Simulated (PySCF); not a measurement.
Deuteron quadrupole couplings in `FC(F)(F)[C@H]1C=CC[CH-]1`

Compound: C6H6F3 (charge -1).
Atom-mapped SMILES: `[F:1][C:2]([F:3])([F:4])[C@H:5]1[CH:6]=[CH:7][CH2:8][CH-:9]1` (hydrogens: H10 on C5; H11 on C6; H12 on C7; H13, H14 on C8; H15 on C9)

Cartesian coordinates in Å at the GFN2-xTB level; atoms count from 1:
```xyz
15
C6H6F3 angstrom
F      1.496   -0.706    1.472
C      1.771   -0.017    0.351
F      2.570    1.002    0.738
F      2.633   -0.848   -0.342
C      0.567    0.415   -0.461
C     -0.213   -0.826   -0.836
C     -1.340   -0.895   -0.148
C     -1.493    0.279    0.780
C     -0.378    1.285    0.406
H      1.002    0.932   -1.332
H      0.155   -1.542   -1.560
H     -2.064   -1.701   -0.202
H     -1.370   -0.091    1.813
H     -2.503    0.708    0.725
H     -0.840    2.012   -0.310
```

Level: B3LYP/pcJ-1 (PySCF, non-relativistic); Q(2H) = 0.00286 b; rigid geometry, the same for H and D, with no vibrational averaging.

Problem. Rank these positions by the coupling χzz of a deuteron there, largest first.
A. H13 (methylene hydrogen)
B. H12 (vinylic hydrogen)
C. H14 (methylene hydrogen)
D. H15 (hydrogen on carbon)

Solution. B (216 kHz), C (199 kHz), A (193 kHz), D (186 kHz).

Problem. Give the electric field gradient Vzz (the principal value of largest size), its asymmetry and the 2H coupling at each hydrogen.

Solution. 
```json
{"atom": "H10", "bonded to": "C5", "bond length (Å)": "1.102", "Vzz (au)": "0.2838", "η": "0.06", "χzz (kHz)": "191"}
{"atom": "H11", "bonded to": "C6", "bond length (Å)": "1.083", "Vzz (au)": "0.3236", "η": "0.04", "χzz (kHz)": "217"}
{"atom": "H12", "bonded to": "C7", "bond length (Å)": "1.085", "Vzz (au)": "0.3220", "η": "0.03", "χzz (kHz)": "216"}
{"atom": "H13", "bonded to": "C8", "bond length (Å)": "1.104", "Vzz (au)": "0.2866", "η": "0.04", "χzz (kHz)": "193"}
{"atom": "H14", "bonded to": "C8", "bond length (Å)": "1.099", "Vzz (au)": "0.2958", "η": "0.02", "χzz (kHz)": "199"}
{"atom": "H15", "bonded to": "C9", "bond length (Å)": "1.120", "Vzz (au)": "0.2772", "η": "0.21", "χzz (kHz)": "186"}
```

Problem. How does χzz go with the bond length over the 6 C–H bonds?

Solution. A straight-line fit has a slope of -9.3 kHz for each 0.01 Å, with a correlation coefficient of -0.94, over lengths from 1.083 to 1.120 Å. The longer bonds have the smaller couplings here.

Geometry: GFN2-xTB, one conformer, isolated ion. The pcJ-1 basis has no diffuse functions, a weakness for an anion. The HOMO energy is positive at this level (+1.45 eV), so the outermost electrons may be held by the finite basis alone. GFN2-xTB bond lengths can be off by several hundredths of an ångström, more for odd bonds, and the gradients follow them. The small basis limits the accuracy of the gradients.
